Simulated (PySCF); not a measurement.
PySCF 2.14 output of an unrestricted TPSS calculation on a single atom or ion in cc-pVTZ-PP with ECP28MDF, with scalar relativity through the core potential:

```
SCF conv_tol = 1e-09
number electrons alpha = 9  beta = 6
    J. Tao, J. P. Perdew, V. N. Staroverov, and G. E. Scuseria.,  Phys. Rev. Lett. 91, 146401 (2003)
    J. P. Perdew, J. Tao, V. N. Staroverov, and G. E. Scuseria.,  J. Chem. Phys. 120, 6898 (2004)
    J. Tao, J. P. Perdew, V. N. Staroverov, and G. E. Scuseria.,  Phys. Rev. Lett. 91, 146401 (2003)
    J. P. Perdew, J. Tao, V. N. Staroverov, and G. E. Scuseria.,  J. Chem. Phys. 120, 6898 (2004)
cycle= 1 E= -109.150104403267  delta_E= -0.00544  |g|= 0.0306  |ddm|= 0.117
cycle= 2 E= -109.150163817539  delta_E= -5.94e-05  |g|= 0.0305  |ddm|= 0.0335
cycle= 3 E= -109.150406963559  delta_E= -0.000243  |g|= 0.00082  |ddm|= 0.0175
cycle= 4 E= -109.150407189481  delta_E= -2.26e-07  |g|= 0.000219  |ddm|= 0.000689
cycle= 5 E= -109.150407204564  delta_E= -1.51e-08  |g|= 4.48e-06  |ddm|= 0.000128
cycle= 6 E= -109.150407204571  delta_E= -7.49e-12  |g|= 8.88e-08  |ddm|= 4.12e-06
converged SCF energy = -109.150407204571  <S^2> = 3.7515048  2S+1 = 4.0007523
```

The run itself started from symmetry-adapted Hartree-Fock orbitals and held the occupation by maximum overlap, on a logarithmic radial grid, so the iterations belong to that start.

Task: Which element, charge and spin multiplicity is this?

Result: Rh²⁺ (rhodium, charge +2), multiplicity 4; the state was [Kr] 4d7, high-spin 4F determinant.

Energies and moments cover only the electrons outside the core potential.
